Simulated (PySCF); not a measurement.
**State search for CrBr**

Unrestricted PBE0; basis Cr def2-TZVPP, Br def2-TZVPP; no relativity; PySCF 2.14. Outer shells of the fragments: Cr 3d5 4s1; Br 3d10 4s2 4p5.

Followed along the bond (rough minima from three points):

```csv
2Ms+1,unpaired,⟨S²⟩ at the start,R at minimum (Å),Te (eV)
6,"σ ↑, π ↑↑, δ ↑↑",8.77,2.36,0.00
4,"σ ↓, π ↑↑, δ ↑↑",4.76,2.33,1.56
2,"σ ↑, π ↓↓, δ ↑↑",2.76,2.33,2.60
6,"σ ↑↑, π ↑, δ ↑↑",8.79,none in the scan,≤ 1.41
```

Solutions found at the starting distance of 2.280 Å, counted from the lowest of them; the search is not exhaustive and high or unbound solutions are not listed, so other states can lie among these:

```
2Ms+1         unpaired   term  E (eV)  ⟨S²⟩  ⟨Lz²⟩  μ (D)
    6  σ ↑, π ↑↑, δ ↑↑    ⁶Σ⁺    0.00  8.77   0.00  -5.29
    6  σ ↑↑, π ↑, δ ↑↑     ⁶Π    1.41  8.79   1.01  -1.26
    4  σ ↓, π ↑↑, δ ↑↑  mixed    1.54  4.76   0.00  -3.97
    4  σ ↑, π ↑↓, δ ↑↑  mixed    1.77  4.76   2.03  -5.12
    4        π ↑, δ ↑↑  mixed    1.86  4.53   1.07  -2.12
    6  σ ↑↑, π ↑↑, δ ↑     ⁶Δ    1.92  8.75   4.00  -2.07
    4        π ↑↑, δ ↑  mixed    2.27  4.42   4.00  -3.14
    2  σ ↑, π ↓↓, δ ↑↑  mixed    2.58  2.76   0.00  -5.17
    4        π ↑, δ ↑↑  mixed    2.75  3.77   2.61  -5.08
    4        σ ↑, δ ↑↑  mixed    3.00  3.77   2.12  -4.64
```

A term symbol is given only where ⟨S²⟩ and ⟨Lz²⟩ are close to those of a pure state; real π, δ and φ orbitals otherwise mix terms. A positive dipole means Cr(−)Br(+).

Spin–orbit coupling is left out. With d or f electrons several states lie close, and the lowest PBE0 determinant need not be the measured ground state.
